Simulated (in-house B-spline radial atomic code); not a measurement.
# Neutral manganese: [Ar] 3d5 4s2

All numbers are computed (non-relativistic CAM-B3LYP, spin-polarised, spherical fractional occupations; point nucleus) with a B-spline radial code for spherical atoms, not measured.

Z_r = [3n² - l(l+1)]/(2<r>); Z_e = n√(-2ε); the last column is Slater's effective charge. Values are occupation-weighted means over spin.

```
shell  electrons   ε (eV)  <r> (bohr)    Z_r    Z_e  Slater
   1s          2  -6409.7     0.06156  24.37  21.70   24.70
   2s          2  -745.41      0.2822  21.26  14.80   20.85
   2p          6  -638.64      0.2481  20.15  13.70   20.85
   3s          2  -89.261      0.8618  15.67   7.68   13.75
   3p          6  -58.159      0.9123  13.70   6.20   13.75
   3d          5  -12.013       1.166   9.00   2.82    5.60
   4s          2  -6.6551       3.195   7.51   2.80    3.60
```

The least bound orbital is 4s down at -6.235 eV, and it is also the most diffuse (<r> = 3.301 bohr). The part-filled 3d shell lies below the filled 4s shell in orbital energy.
